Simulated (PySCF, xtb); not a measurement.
C₂H₉NSi₃, SMILES [SiH3]C1=N[SiH2][SiH2]C1.

GFN2-xTB (xtb) at its own geometry gives an orbital gap of 2.15 eV and a dipole moment of 1.26 D.

The structure is a stationary point at PBE0-D3(BJ)/def2-SVP. The structure was generated by enumeration, and PubChem lists no compound with its InChIKey, so it may never have been made. The values are those of a single conformer.

### Question
What does HF/def2-TZVP in PySCF give? (An estimate is asked for; the answer gives what the named calculation found.)

### Answer
gap 12.07 eV (levels -9.46 and 2.61 eV), dipole 1.98 D.
